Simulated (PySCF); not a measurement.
Job for PySCF: U-B3LYP/LANL2DZ on BrGeH3 (SMILES [GeH3][Br]), a point of a bond scan (R = 2.299 Å).

```python
from pyscf import gto, scf, dft, mp
from pyscf.data.elements import chemcore

mol = gto.M(
    atom='''
    Ge   -1.14560058    0.04679150    0.00463248
    Br    1.18424243   -0.04836981   -0.00478874
    H    -1.73710595    2.20233686   -0.53346066
    H    -1.60695799   -0.33231658    1.41625220
    H    -1.64237120   -0.95588990   -1.04278950
    ''',
    basis='lanl2dz',
    ecp={'Br': 'lanl2dz', 'Ge': 'lanl2dz'},
    charge=0, spin=0, verbose=3, max_memory=1800)
mf = dft.UKS(mol, xc='b3lyp')
mf.conv_tol = 1e-8
mf.max_cycle = 100
mf.init_guess_breaksym = True
mf.kernel()
if not mf.converged:
    mf = mf.newton().run(mf.mo_coeff, mf.mo_occ)
for _ in range(4):
    mo, _, stable, _ = mf.stability(return_status=True)
    if stable:
        break
    mf.kernel(mf.make_rdm1(mo, mf.mo_occ))
```

Task: Predict the final total energy.

Result: -18.6784 hartree.
